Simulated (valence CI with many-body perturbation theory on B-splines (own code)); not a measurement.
Level structure of K¹⁴⁺

Calculated by valence CI with perturbative core correlation (CI+MBPT): three valence electrons over a frozen Dirac-Fock core [He], radial functions for each j: 11 s, 11 p, 9 d, 7 f, 5 g, 2 h, 1 i, with the one-electron correlation potential Σ1 (screened to all orders), the two-electron term Σ2, the three-electron term Σ3, Breit, model QED; selected single and double excitations, second order for the rest (own B-spline code, finite nucleus).

No measured spectrum was set against this ion. As an estimate, levels of excited configurations hold to 0.05 to 0.15 % of their energy, terms of the ground configuration to about 0.5 %.

Levels 46 to 79 of 79, with energies above the lowest level, 2s2.2p 2P°_1/2. "Leading %" is the weight of the configuration and term that name the level; weights of strongly mixed levels are sums over their largest components and can fall short. Lifetimes count E1, E2, E3, M1 and M2 decay at the calculated energies, and are blank where another channel may lead or the interval is too uncertain; long ones can be off by a factor of two.

```
No.  Configuration  Term    J  E (Ry)  Leading %      g  Lifetime   Second component
 46       2s.2p.3s   2P°  3/2  40.007         76  1.317    480 fs  15 % 2s.2p.3d 4D°
 47       2s.2p.3d   4D°  1/2  40.008         67  0.269    197 fs  27 % 2s.2p.3s 2P°
 48       2s.2p.3d   2D°  3/2  40.087         81  0.852    379 fs   9 % 2s.2p.3d 4D°
 49       2s.2p.3d   2D°  5/2  40.122         60  1.242    263 fs  32 % 2s.2p.3d 4D°
 50       2s.2p.3d   4D°  7/2  40.136         92  1.416    155 fs   6 % 2s.2p.3d 4F°
 51       2s.2p.3d   4P°  5/2  40.223         63  1.492    234 fs  23 % 2s.2p.3d 4D°
 52       2s.2p.3d   4P°  3/2  40.243         82  1.642    239 fs  15 % 2s.2p.3d 4D°
 53       2s.2p.3d   4P°  1/2  40.261         95  2.560    260 fs                   
 54       2s.2p.3d   2F°  5/2  40.566         96  0.870    238 fs                   
 55       2s.2p.3d   2F°  7/2  40.726         99  1.143    208 fs                   
 56       2s.2p.3d   2P°  3/2  40.741         94  1.323    289 fs                   
 57       2s.2p.3d   2P°  1/2  40.834         96  0.665    276 fs                   
 58       2s.2p.3p    2P  1/2  41.075         86  0.689   1.21 ps     10 % 2p2.3s 2P
 59       2s.2p.3p    2D  3/2  41.086         68  0.952   2.53 ps   25 % 2s.2p.3p 2P
 60       2s.2p.3p    2D  5/2  41.123         94  1.200   4.88 ps      4 % 2p2.3s 2D
 61       2s.2p.3p    2P  3/2  41.147         63  1.181   1.58 ps   25 % 2s.2p.3p 2D
 62       2s.2p.3p    2S  1/2  41.378         91  1.990   3.72 ps                   
 63         2p2.3s    4P  1/2  41.675         96  2.638   2.37 ps                   
 64         2p2.3s    4P  3/2  41.777         98  1.727   2.31 ps                   
 65         2p2.3s    4P  5/2  41.909         96  1.587   2.19 ps                   
 66       2s.2p.3d   2F°  7/2  42.027         94  1.143    284 fs     5 % 2p2.3p 2F°
 67       2s.2p.3d   2F°  5/2  42.035         93  0.858    241 fs     6 % 2p2.3p 2F°
 68       2s.2p.3d   2D°  3/2  42.146         98  0.801    183 fs                   
 69       2s.2p.3d   2D°  5/2  42.175         98  1.198    184 fs                   
 70         2p2.3s    2P  1/2  42.248         83  0.689   1.02 ps   15 % 2s.2p.3p 2P
 71       2s.2p.3d   2P°  1/2  42.327         95  0.672    242 fs                   
 72       2s.2p.3d   2P°  3/2  42.349         96  1.333    244 fs                   
 73         2p2.3s    2P  3/2  42.376         70  1.243   1.05 ps     16 % 2p2.3s 2D
 74         2p2.3p   2S°  1/2  42.513         67  1.616    859 fs    18 % 2p2.3p 4D°
 75         2p2.3p   4D°  1/2  42.593         77  0.424   1.22 ps    20 % 2p2.3p 2S°
 76         2p2.3p   4D°  3/2  42.637         92  1.228   1.44 ps     5 % 2p2.3p 4P°
 77         2p2.3s    2D  5/2  42.662         91  1.211   1.26 ps                   
 78         2p2.3s    2D  3/2  42.690         78  0.892   1.24 ps     15 % 2p2.3s 2P
 79         2p2.3p   4D°  5/2  42.739         93  1.379   1.43 ps     5 % 2p2.3p 4P°
```

Names give the largest LS component (configuration and term), which can be under half, so a name can repeat, a term be missing and a line seem to break the LS rules; names also repeat where a configuration has a term twice.
